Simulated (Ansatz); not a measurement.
A series at Si: from `Cl[Si](Cl)(Cl)I`, ligands are replaced one by one, each step taking up H₂ and setting free HCl; n counts the steps. Ansatz, PBE0-D4/def2-TZVP geometries.

```
n           molecule  HOMO energy, ωB97M-V/def2-TZVPP (eV)
0  `Cl[Si](Cl)(Cl)I`                                -10.37
1     `Cl[SiH](Cl)I`                                     ?
2        `Cl[SiH2]I`                                -10.07
3          `[SiH3]I`                                 -9.86
```

Q: By hand: fit a straight line y = ȳ + b (n − n̄) to the 3 given rows and predict n = 1.

A: n̄ = 1.667, ȳ = -10.100; Σ(n − n̄)(y − ȳ) = 0.780, Σ(n − n̄)² = 4.667, so b = 0.167 eV a step. Prediction: -10.100 + (0.167) × (-0.667) = -10.21 eV.

Q: By hand: compare with the computed value, -10.26 eV, and give the steps along the whole series.

A: The line misses by -0.05 eV (computed minus predicted). Steps: 0.11, 0.19, 0.21 eV.

The steps grow at each stage, from 0.11 to 0.21 eV, so the series is curved. The highest orbital can change its character along such a series. The miss is 9.8 % of the series' range.

Spin–orbit coupling is left out; it splits and shifts lone-pair levels of the heavy atoms by tenths of an eV.
